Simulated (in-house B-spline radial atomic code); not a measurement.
## RPA and G0W0 on HSE06: the boron ion B⁺

Configuration [He] 2s2, mean-field start HSE06. Computed with a B-spline radial code for spherical atoms: all electrons, non-relativistic, point nucleus, each spin shell either full or empty, empty states to l = 9 with an (l + 1/2)⁻⁴ tail; G0W0 by contour deformation at full frequency.

Command:
```bash
python run_gw.py task.json out
```
Settings (radii: box in bohr, nucleus in fm):
```
Z                        5
electrons                4
configuration            [He] 2s2
hamiltonian              nr
method                   hse06
lmax                     9
spin_polarised           False
box_radius               23.78
intervals                46
ion_configuration        [He] 2s1
```

Time taken, with all properties: 1.8 s on 1 thread of Arm Neoverse N1 (shared host).

Energies (hartree):

```
                                     term      value
                         mean-field total  -24.30513
Hartree-Fock functional on these orbitals  -24.23616
                      direct second order   -0.24618
                    second-order exchange    0.12077
                         SOSEX correction   0.093746
```

(1) What is the RPA correlation energy, and what remains with SOSEX?

Quasi-particle levels (eV):

```csv
level,occupied,mean field,Σx - vxc,Σc,QP weight,G0W0
2s,yes,-20.377,-3.35,?,?,?
2p,no,-12.371,5.30,-1.62,0.922,-8.691
```

G0W0 = mean field + (Σx - vxc) + Σc, with Σc (partial-wave tail included) taken at the quasi-particle energy. Levels of low weight are left out.

(2) Where does G0W0 put 2s?

(3) What does it cost to remove one electron (to [He] 2s1) by differences of total energies, each species on its own start (correlation terms add to the Hartree-Fock functional)?

Answers

(1) RPA gives -0.1911 hartree (-1.3 eV per electron); RPA + SOSEX gives -0.097352, and the second-order doubles -0.12542 hartree (no singles). SOSEX takes back 49 % of the RPA value.

(2) At -25.033 eV, with Σc = -1.31 eV and a quasi-particle weight of 0.911. The tabulated removal energy is 25.155 eV (NIST, measured).

(3) HSE06 24.557 eV, Hartree-Fock functional 23.435 eV, + RPA 25.272 eV, + RPA + SOSEX 24.803 eV, + second order 25.486 eV. Tabulated: 25.155 eV (NIST, measured).
